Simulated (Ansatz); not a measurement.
Consider the cleavage of the Al–Si bond: `BCO[SiH2][AlH2]` + `[SiH3][SeH]` → `[AlH2][Se][SiH3]` + `BCO[SiH3]`.

Gas-phase electronic energies from Ansatz, PBE0-D4/def2-TZVP geometries. CCSD(T)/CBS adds triple-zeta CCSD(T) − MP2 to the extrapolated MP2 energy (def2 sets, frozen cores). Functionals use def2-TZVPP. B3LYP here is the variant with VWN-RPA as its local correlation; programs differ in this. For Se outer-core shells are correlated without core-valence functions, which leaves a few kJ/mol of doubt a bond. Scalar relativity is left out up to krypton. One conformer a species, not always the lowest.

Task: Is it downhill or uphill in electronic energy at CCSD(T)/CBS, and by how much? (An estimate is asked.)

Result: Ansatz gave: Downhill: ΔE = -148.9 kJ/mol.

Task: What do these levels give: PBE-D4, r2SCAN-D4, B3LYP-D4, B2PLYP, B3LYP, HF/def2-TZVPP, MP2/def2-TZVPP, CCSD/def2-TZVPP, CCSD(T)/def2-TZVPP, HF/def2-QZVPP, MP2/def2-QZVPP, CCSD/CBS(def2)? (An estimate is asked.)

Result: The calculation gave: PBE-D4 -130.2, r2SCAN-D4 -144.8, B3LYP-D4 -141.7, B2PLYP -148.7, B3LYP -141.5, HF/def2-TZVPP -158.5, MP2/def2-TZVPP -159.9, CCSD/def2-TZVPP -146.5, CCSD(T)/def2-TZVPP -146.1, HF/def2-QZVPP -158.1, MP2/def2-QZVPP -161.4, CCSD/CBS(def2) -149.3 kJ/mol.

Largest T1 diagnostic among the species: 0.012.

From PBE to PBE0 (25 % exact exchange), in def2-TZVPP and without D4, ΔE moves by −7.6 kJ/mol.
